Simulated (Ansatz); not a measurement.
Relaxation of AlClH5NO2 (10 atoms, charge 0, multiplicity 1), to a largest force component of 0.03 eV/Å in at most 50 steps.

Computed with RKS PBE-D4/def2-SVP in Ansatz.

```xyz
10
Properties=species:S:1:pos:R:3
Al 0.076 -0.604 -0.532
N 0.077 -0.102 2.525
H -0.692 -0.118 3.204
H 0.880 0.350 2.977
Cl 1.774 0.526 -1.038
O -1.407 -0.138 -1.245
H -2.272 -0.502 -1.006
O 0.366 -2.099 0.353
H -0.291 -2.813 0.310
H 0.349 -1.089 2.323
```

Problem. Where does it end, and by what steps?

Solution. It converged. After 13 steps the energy has fallen by 1.221 eV; O6 moved furthest, 1.19 Å. Joined: Al1–N2 (3.10 → 2.01 Å).

```csv
step,energy less start (eV),largest force component (eV/Å),accepted
0,0.0000,1.018,yes
1,-0.2106,0.722,yes
2,-0.4527,0.609,yes
3,-0.7557,0.701,yes
4,-0.9277,1.114,yes
5,-1.0453,0.469,yes
6,-1.1151,0.295,yes
7,-1.1286,0.947,yes
8,-1.1712,0.244,yes
9,-1.2031,0.203,yes
10,-1.2107,0.093,yes
11,-1.2176,0.210,yes
12,-1.2178,0.204,yes
13,-1.2209,0.026,yes
```

```xyz
10
Properties=species:S:1:pos:R:3
Al -0.060 -0.755 0.160
N 0.073 -0.190 2.088
H -0.794 0.308 2.338
H 0.877 0.428 2.264
Cl 1.599 0.267 -0.768
O -1.634 -0.058 -0.077
H -2.076 -0.082 -0.938
O 0.141 -2.465 0.398
H 0.573 -3.016 -0.271
H 0.162 -1.027 2.680
```

Whether the end is a true minimum wasn't checked by a vibrational analysis.

Run time: 34 s on 2 threads of Arm Neoverse V1, with other jobs on the host, peak memory 0.15 GiB.
